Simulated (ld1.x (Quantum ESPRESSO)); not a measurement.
## Scattering properties, TM semilocal potential for N

nitrogen (N), norm-conserving Troullier–Martins (semilocal form), made with ld1.x (Quantum ESPRESSO) 7.5 (PBE, scalar-relativistic). Core [He], reference 2s2 2p3. Waves: 2s (bound): rc 0.65 bohr; 2p (bound): rc 2.15 bohr. Local part: the p channel. Core correction: none.

The phase is arctan(r·u′/u) with u = r·R(r), unwrapped; energies in Ry, scanned from -3 to 5 Ry. A pole is an energy at which the radial function vanishes at the test radius. The pseudo phase is shifted by a multiple of π to meet the all-electron one at the reference energy, and phase errors are pseudo minus all-electron; the curves can meet again beyond the range given. Levels narrower than the energy grid can be missing from the lists of poles.

```
channel  radius (bohr)  reference energy (Ry)  poles, all-electron  poles, pseudo  unbroken range about the reference energy with phases within 0.05 rad  phase error 1 Ry above the reference energy (rad)
      s           2.36                  -1.37                -1.04          -1.04                                                        the whole range                                             -0.000
      p           2.36                  -0.52                -0.12          -0.11                                                              below 0.9                                             +0.025
```

Phases in the p channel:

```
E (Ry)  all-electron  pseudo
 -3.00         1.313   1.316
 -2.52         1.284   1.288
 -2.04         1.240   1.245
 -1.56         1.161   1.168
 -1.08         0.944   0.956
 -0.60        -0.622  -0.620
 -0.12        -1.574  -1.565
  0.36        -1.762  -1.741
  0.84        -1.892  -1.850
  1.32        -2.064  -1.970
  1.80        -2.411  -2.157
  2.28        -3.234  -2.542
  2.76        -4.032  -3.321
  3.24        -4.356  -4.001
  3.72        -4.504  -4.308
  4.20        -4.590  -4.457
  4.68        -4.647  -4.545
```
